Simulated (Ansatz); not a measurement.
CH10O2Si3, singlet, at the geometry of the source list; SC-NEVPT2/STO-3G, CASSCF(4,4) in Ansatz (a first-principles code).

Ansatz was given this input:
Ansatz 0.2 input:
```yaml
crystal:
  periodic: [false, false, false]
  atoms:
    - {symbol: Si, position_ang: [3.51910000, 0.03300000, 0.35140000]}
    - {symbol: O, position_ang: [2.03030000, 0.04530000, -0.27700000]}
    - {symbol: Si, position_ang: [0.69200000, 0.15550000, -1.16860000]}
    - {symbol: O, position_ang: [-0.51400000, -0.51310000, -0.33820000]}
    - {symbol: Si, position_ang: [-1.94480000, -0.91870000, 0.31220000]}
    - {symbol: C, position_ang: [-2.98780000, 0.64670000, 0.55460000]}
    - {symbol: H, position_ang: [4.01620000, 1.40820000, 0.30930000]}
    - {symbol: H, position_ang: [3.38120000, -0.46230000, 1.71810000]}
    - {symbol: H, position_ang: [4.33810000, -0.85010000, -0.47840000]}
    - {symbol: H, position_ang: [0.88010000, -0.63520000, -2.37750000]}
    - {symbol: H, position_ang: [0.40990000, 1.57320000, -1.35800000]}
    - {symbol: H, position_ang: [-2.57640000, -1.83240000, -0.64290000]}
    - {symbol: H, position_ang: [-1.63180000, -1.57220000, 1.58300000]}
    - {symbol: H, position_ang: [-2.56120000, 1.29530000, 1.31550000]}
    - {symbol: H, position_ang: [-4.00020000, 0.40470000, 0.86200000]}
    - {symbol: H, position_ang: [-3.05070000, 1.22190000, -0.36540000]}
basis:
  gaussian:
    orbitals: STO-3G
magnetization: {spin_polarized: false}
correlation: {method: sc_nevpt2, electrons: all, active_space: {window: {electrons: 4, orbitals: 4}}}
```

Output, abridged:

```
Functional definition: HF
637 factors; integrals over basis functions are off by at most 3.4e-5 eV
mean field evaluation 1: about -28509.8148 eV, gradient 2.8e1 eV
mean field evaluation 2: about -28509.9431 eV, gradient 2.8e1 eV
mean field evaluation 4: about -28512.6384 eV, gradient 1.5e0 eV
mean field evaluation 8: about -28512.6487 eV, gradient 1.9e-2 eV
mean field -28512.64867248 eV, -1047.8205121461 hartree, gradient 2.7e-6 eV, S^2 0.000000; 0 other end points of the search recorded, 0 dependent functions left out
reference -28512.64867248 eV, -1047.8205121461 hartree; 37, 37 occupied and 15, 15 virtual orbitals, 637 factors
state -28513.48857055 eV, -1047.8513778310 hartree
state -28513.48857055 eV, -1047.8513778310 hartree; corrected -28519.41973415 eV, -1048.0693440731 hartree
state -28513.27229583 eV, -1047.8434298816 hartree
state -28513.27229583 eV, -1047.8434298816 hartree; corrected -28519.23989444 eV, -1048.0627350857 hartree
state -28513.48857055 eV, -1047.8513778310 hartree; corrected -28519.41973415 eV, -1048.0693440731 hartree
state -28513.20281265 eV, -1047.8408764217 hartree
state -28513.20281265 eV, -1047.8408764217 hartree; corrected -28519.18379352 eV, -1048.0606734148 hartree
state -28513.48857055 eV, -1047.8513778310 hartree; corrected -28519.41973415 eV, -1048.0693440731 hartree
2 active orbitals were swapped for others, from the solution at -28513.27227722 eV, -1047.8434291978 hartree to that at -28513.40400978 eV, -1047.8482702802 hartree; typed "places" are swapped only where nearly empty or full, and so, without "given_window_search", are "orbital_numbers", "shells" and a window whose orbitals a file names under [Active]
2 active orbitals were swapped for others, from the solution at -28513.40400978 eV, -1047.8482702801 hartree to that at -28513.48856017 eV, -1047.8513774497 hartree; typed "places" are swapped only where nearly empty or full, and so, without "given_window_search", are "orbital_numbers", "shells" and a window whose orbitals a file names under [Active]
Total energy: -28519.41973415 eV, -1048.0693440731 hartree
```
